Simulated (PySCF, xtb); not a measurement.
C₂H₄N, SMILES [CH]=NC, multiplicity 2.

Harmonic wavenumbers (cm⁻¹) from GFN2-xTB run with xtb 6.7.1 at its own minimum, in rising order: 123, 347, 632, 848, 968, 1052, 1079, 1364, 1449, 1459, 1942, 2904, 2919, 2999, 3008.

Q: What does PySCF 2.14.0 with B3LYP-D3(BJ)/def2-TZVP give at its own minimum? (The exact figures need the calculation; the answer reports its results.)

A: 170, 340, 704, 901, 982, 1114, 1121, 1428, 1481, 1491, 1919, 2920, 3006, 3093, 3112. Paired by order, the mean absolute difference is 50 cm⁻¹ and the zero-point energies are 33.0 and 34.0 kcal/mol.
